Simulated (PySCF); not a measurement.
# Assigning NMR signals

Numbering as in the mapped SMILES `[CH3:1][O:2][C@H:3]1[CH2:4][CH2:5][SiH2:6]1` (H(Xn): hydrogen on atom n). Ha(C4), Ha(C5), Ha(Si6) are cis to O2 on the ring; Hb(C4), Hb(C5), Hb(Si6) are trans to O2 on the ring.

All values are calculated (PySCF 2.14): GFN2-xTB structure, shielding tensors at PBE0/pcSseg-1 (GIAO). Non-relativistic, single conformer, gas phase, fast rotation and ring inversion assumed for equivalent nuclei.

References, each an isolated molecule treated in the same way: 13C (σref 186.93), 1H (σref 31.72) against TMS.

**Question.** Assign these signals to the numbered atoms. 13C{1H} NMR (computed): δ 79.7 (CH), 59.4 (CH3), 33.0 (CH2), 1.6 (CH2).

**Answer.** 
79.7 → C3, sp3 CH bonded to O and Si: deshielded by the electronegative neighbour
59.4 → C1, methyl carbon bonded to O: the inductive effect lowers its shielding
33.0 → C4, sp3 CH2 in a ring: a saturated carbon with 2 carbon neighbours and no heteroatom attached
1.6 → C5, sp3 CH2 bonded to Si: an electropositive neighbour leaves it electron-rich and shielded

**Question.** Assign these signals to the numbered atoms. 1H NMR (300 MHz, computed): δ 4.82 (m, 1H), 4.70 (m, 1H), 3.91 (m, 1H), 3.28 (s, 3H), 2.90 (m, 1H), 2.53 (m, 1H), 1.29 (m, 1H), 1.17 (m, 1H).

**Answer.** 
```tsv
δ (ppm)	atoms	environment	reason
4.82	Hb(Si6)	hydrogen on a silicon bonded to 2 C, in a 4-membered ring	–
4.70	Ha(Si6)	hydrogen on a silicon bonded to 2 C, in a 4-membered ring	–
3.91	H(C3)	hydrogen on an sp3 CH bonded to O and Si	its carbon carries O, hence the downfield position
3.28	H(C1)	hydrogen on a methyl carbon bonded to O	its carbon carries O, which withdraws density
2.90	Hb(C4)	hydrogen on an sp3 CH2 in a ring	–
2.53	Ha(C4)	hydrogen on an sp3 CH2 in a ring	–
1.29	Ha(C5)	hydrogen on an sp3 CH2 bonded to Si	–
1.17	Hb(C5)	hydrogen on an sp3 CH2 bonded to Si	–
```

Ha(C5) and Hb(C5) lie closer than the usual error of such a calculation, so a measured spectrum could show them in the other order.

Shifts are as computed. Against solution values, carbons near 30 ppm lie about +3 ppm off and those near 130 ppm about +5 ppm. Of 1211 compounds with measured shifts, 218 miss one by over three times the rms of a fit or turn the order of signals round; such compounds aren't used in these exercises. No couplings were computed; multiplicities are counted from neighbouring protons, with m where these are inequivalent, close in shift, in a saturated or five-membered ring or joined by F or P, and br s for small geminal =CH2 splittings.
